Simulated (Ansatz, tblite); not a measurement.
Removing and adding an electron: the cluster Hg2O. Total charge 0; singlet. Geometry: PBE-D4/def2-TZVP. Ansatz, gas phase; energy differences of separate SCF runs; the oxidised species was run as a doublet alone; the reduced species was run as a doublet alone.

```xyz
3

Hg    1.813    0.730    0.620
Hg   -1.813   -0.730   -0.619
O     0.001   -0.001   -0.001
```

In the def2 sets Hg takes a core potential; there is no spin–orbit coupling. The xTB rows come from tblite. The structure comes from a short search, and lower isomers may exist.

```csv
level,−HOMO (eV),vertical IE (eV),−LUMO (eV),vertical EA (eV),HOMO–LUMO gap (eV),IE − EA (eV),remarks
GFN1-xTB,11.93,14.72,10.16,7.34,1.77,7.38,–
GFN2-xTB,11.88,15.40,9.34,5.86,2.54,9.54,–
PBE-D4/def2-TZVPD,5.83,–,4.46,2.08,1.37,–,HOMO above zero (-1 doublet)
r2SCAN-D4/def2-TZVP,6.12,8.82,4.40,–,1.73,–,–
r2SCAN-D4/def2-TZVPD,6.15,–,4.41,2.24,1.74,–,–
PBE0-D4/def2-TZVP,6.76,8.56,3.74,–,3.02,–,–
PBE0-D4/def2-TZVPD,6.76,–,3.75,2.21,3.01,–,–
```

Run but left out: PBE-D4/def2-TZVP (charge +1 doublet: an occupied level 0.01 eV above an empty one).   A HOMO above zero means that the electron is unbound at that level or that self-interaction error raises the level; the energy of removing that electron tells which. Raw xTB energy differences between charge states are shifted by several eV; the methods need an empirical correction for them.
